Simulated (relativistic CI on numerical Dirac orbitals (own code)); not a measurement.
## Ga⁶⁺: sensitivity of the levels to the model

Base calculation: Dirac-Coulomb-Breit CI, orbitals from a KLI potential per configuration, model QED (radiative potential, 1s self-energy scaled to tabulated hydrogen-like ionisation energies), unscaled Slater integrals.

CI space (outside the closed core [Ne]): 3s²3p⁶3d⁷, 3s²3p⁶3d⁶4s, 3s²3p⁵3d⁸, 3s²3p⁶3d⁶4p, 3s²3p⁴3d⁹, 3s²3p⁶3d⁶4d, 3s3p⁶3d⁸, 3s²3p⁶3d⁶5s, 3s²3p⁶3d⁶5p, 3s²3p⁶3d⁶4f, 3s²3p⁶3d⁶5d, 3s²3p⁶3d⁵4s², 3s²3p⁶3d⁶5f, 3s²3p⁶3d⁶5g, 3p⁶3d⁹, 3s²3p⁵3d⁷4s. Levels of other configurations are missing.

Variants: (1) configuration mixing switched off. Shifts of the energy above 3s²3p⁶3d⁷ ⁴F9/2, in cm⁻¹, for the lowest level and the first level of each name with at least 55 % of one term (blank where a level changes its place among those of its configuration and J or its character, or is not in the variant):

| Level | Base | Δ(1) | Measured |
| --- | --- | --- | --- |
| 3s²3p⁶3d⁷ ⁴F9/2 | 0 | 0 | 0 |
| 3s²3p⁶3d⁷ ⁴F7/2 | 2706 | +2 | 2790 |
| 3s²3p⁶3d⁷ ⁴F5/2 | 4569 | +29 | 4710 |
| 3s²3p⁶3d⁷ ⁴F3/2 | 5802 | +55 | 5925 |
| 3s²3p⁶3d⁷ ⁴P3/2 | 27557 | +3256 |  |
| 3s²3p⁶3d⁷ ⁴P5/2 | 27641 | +2743 |  |
| 3s²3p⁶3d⁷ ⁴P1/2 | 29340 | +2914 |  |
| 3s²3p⁶3d⁷ ²G9/2 | 29937 | +495 |  |
| 3s²3p⁶3d⁷ ²G7/2 | 32449 | +589 |  |
| 3s²3p⁶3d⁷ ²P3/2 | 34522 | +5713 |  |
| 3s²3p⁶3d⁷ ²P1/2 | 36702 | +6271 |  |
| 3s²3p⁶3d⁷ ²D5/2 | 38865 | +5230 |  |
| 3s²3p⁶3d⁷ ²H11/2 | 41840 | -1507 |  |
| 3s²3p⁶3d⁷ ²D3/2 | 43151 | +5259 |  |
| 3s²3p⁶3d⁷ ²H9/2 | 44225 | -1421 |  |
| 3s²3p⁶3d⁷ ²F5/2 | 65943 | +3340 |  |
| 3s²3p⁶3d⁷ ²F7/2 | 66959 | +3321 |  |
| 3s²3p⁶3d⁶4s ⁶D9/2 | 374012 | -1583 |  |
| 3s²3p⁶3d⁶4s ⁶D7/2 | 375745 | -1581 |  |
| 3s²3p⁶3d⁶4s ⁶D5/2 | 376973 | -1580 |  |
| 3s²3p⁶3d⁶4s ⁶D3/2 | 377808 | -1580 |  |
| 3s²3p⁶3d⁶4s ⁶D1/2 | 378296 | -1580 |  |

At this charge configurations can still be misplaced by up to about 7 % of their energy. Terms inside the open d or f shell come out 10 to 20 % too wide with unscaled integrals. 3 of the 3 excited levels that our extract of the measured tables holds in this range could be paired (the sources list more); they are missed by 116 cm⁻¹ on average and 141 at most, and levels without a partner can miss by more. Some levels of the ground configuration have no partner and can miss by 10 % or more.

Measured levels: Shirai, Reader, Kramida and Sugar, J. Phys. Chem. Ref. Data 36, 509 (2007).

Ionisation energy from the two ground configurations alone: base 139.507 eV. The NIST ASD value (theoretical) is 140.8 eV.
